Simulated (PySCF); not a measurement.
**MoBr₂, quintet: structure and spectrum**

Computed with UPBE in PySCF with Mo def2-TZVP with ECP28, Br def2-TZVP; scalar-relativistic core potentials, no spin–orbit coupling; density-fitted integrals.

The structure is a minimum.

```
Point group                                                                   : C2v
Bond lengths                                                                  : Mo–Br 2.410 Å (×2)
Bond angles                                                                   : Br–Mo–Br 130.6°
Highest occupied level (α)                                                    : -5.19 eV
Enthalpy at 298.15 K above 0 K                                                : 14.50 kJ/mol
Entropy at 298.15 K and 1 bar (electronic part: spin only)                    : 340.7 J/(mol K)
Dipole moment                                                                 : 1.94 D
Atomisation energy without zero-point energy                                  : 685 kJ/mol
Spin squared ⟨S²⟩                                                             : 6.029
Principal quadrupole moments (Buckingham, traceless) about the centre of mass : -5.44, 0.65, 4.80 D Å
Lowest empty level (α)                                                        : -4.57 eV
Rotational symmetry number                                                    : 2
Rotational constants                                                          : 0.2755, 0.02228, 0.02061 cm⁻¹
Zero-point energy                                                             : 3.6 kJ/mol
Principal polarisabilities                                                    : 64.1, 76.1, 125.4 bohr³
Heat capacity Cp at 298.15 K                                                  : 55.9 J/(mol K)
```

Harmonic modes (masses in u: Mo 97.905, Br 78.918):
| symmetry | ω (cm⁻¹) | IR (km/mol) | type |
| --- | --- | --- | --- |
| a1 | 45 | 1.5 | bend |
| a1 | 246 | 6.9 | stretch |
| b2 | 309 | 54.4 | stretch |

In C2v the vibrations span 2a1 + b2. Here b1 is antisymmetric to the molecular plane and b2 lies in it.

Charges (e):
| atom | Mulliken | Löwdin | polar tensor | spin (Mulliken) | Mayer order to Mo1 |
| --- | --- | --- | --- | --- | --- |
| Mo1 | 0.66 | -0.15 | 0.95 | 4.01 | – |
| Br2,3 | -0.33 | 0.07 | -0.47 | 0.00 | 1.14 |

Mulliken populations on Mo1 (electrons outside its core potential): s 2.56, p 6.20, d 4.57, f 0.01.

Formally Mo is in oxidation state +2, d4, with 4 unpaired electrons (the high-spin count). The Mulliken spin on Mo is 4.01. The polar-tensor charge on Mo, 0.95, is far below the formal one.

Other isomers or separated fragments may lie lower. With open d or f shells other occupations or spin states may lie lower.

The final relaxation and frequency run took 60 s on 4 threads of a shared Arm Neoverse V1 host, with 136 basis functions and 11 gradients; the process peaked at 1 GiB. Launch command: `OMP_NUM_THREADS=4 python axn.py task.json out`.
